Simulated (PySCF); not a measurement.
A small calculation by hand: entropy of an ideal gas

1-bromo-1-fluoropropa-1,2-diene (C3H2BrF), SMILES C=C=C(F)Br.

The structure is a stationary point at PBE-D3(BJ)/def2-SVP.

PBE-D3(BJ)/def2-SVP in PySCF 2.14.0 gives the harmonic wavenumbers 141, 220, 319, 426, 447, 589, 633, 879, 963, 1027, 1268, 1423, 2035, 3035, 3118 cm⁻¹ and the rotational temperatures 0.2693, 0.0920, 0.0693 K. The molar mass is 136.95 g/mol, the symmetry number 1, the spin multiplicity 1.

### Question
Work out the entropy at 298.15 K and 1 atm in the rigid-rotor, harmonic-oscillator model.

### Answer

Translation (Sackur–Tetrode at 1 atm): S = R[1.5 ln M + 2.5 ln T − 1.16487] = 170.1 J/(mol K).
Rotation: q = (√π/σ) T^1.5/√(θA θB θC) = 220000, S = R[ln q + 3/2] = 114.8 J/(mol K).
Vibration: with u = 1.4388 ν/T, each mode gives R[u/(e^u − 1) − ln(1 − e^−u)]:
| ν (cm⁻¹) | modes | u | S (J/(mol K)) |
|---|---|---|---|
| 141 | 1 | 0.68 | 11.67 |
| 220 | 1 | 1.06 | 8.20 |
| 319 | 1 | 1.54 | 5.50 |
| 426 | 1 | 2.06 | 3.65 |
| 447 | 1 | 2.16 | 3.37 |
| 589 | 1 | 2.84 | 1.96 |
| 633 | 1 | 3.05 | 1.66 |
| 879 | 1 | 4.24 | 0.64 |
| 963 | 1 | 4.65 | 0.45 |
| 1027 | 1 | 4.96 | 0.35 |
| 1268 | 1 | 6.12 | 0.13 |
| 1423 | 1 | 6.87 | 0.07 |
The stiffer modes add less than 0.005 each. Sum 37.7 J/(mol K).
Spin: R ln 1 = 0.0 J/(mol K).
Total 322.5 J/(mol K); the program's own thermochemistry gives 322.5. Translation makes up 53 % and vibration 12 %. Anharmonicity, hindered rotation and orbital degeneracy are left out.
